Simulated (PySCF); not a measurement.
C3H7BO3.

```xyz
14

O      2.1454     0.0486     0.0336
B      0.8238    -0.2236    -0.0932
O      0.3049    -1.4846    -0.0224
C     -1.1261    -1.4226    -0.1695
C     -1.5277     0.0239     0.1516
C     -0.3214     0.8521    -0.3227
O     -0.2195     2.0792     0.3813
H      2.6794    -0.7415     0.1942
H     -1.5839    -2.1655     0.5007
H     -1.3851    -1.6977    -1.2074
H     -1.6168     0.1630     1.2418
H     -2.4892     0.3072    -0.3040
H     -0.4263     1.0373    -1.4173
H      0.7077     2.3490     0.3622
```

The structure is a stationary point at B3LYP-D3(BJ)/def2-SVP. The structure was generated by enumeration; whether it is a known compound was not checked. Other conformers were not sampled.

Level of theory: PBE0/pcSseg-1 in PySCF. Non-relativistic, no solvent.

Computed absolute GIAO shielding of each atom: isotropic value and principal components (ppm):
```
atom  σ(iso)    σ11    σ22    σ33   span
----  ------  -----  -----  -----  -----
O1     231.7  125.9  261.9  307.3  181.4
B2      68.1   57.2   61.5   85.6   28.4
O3     181.0   22.6  236.0  284.3  261.8
C4     115.8   80.0  101.4  165.9   85.9
C5     145.0  117.9  152.6  164.5   46.6
C6     121.9   92.2  108.2  165.3   73.1
O7     314.9  269.1  291.7  383.8  114.7
H8      27.2   21.0   23.1   37.6   16.6
H9      27.2   23.1   26.0   32.4    9.3
H10     27.4   23.2   26.3   32.7    9.5
H11     29.2   25.8   28.1   33.6    7.8
H12     29.0   25.6   26.7   34.7    9.1
H13     27.4   23.3   28.1   30.8    7.4
H14     30.7   20.7   28.4   43.1   22.4
```
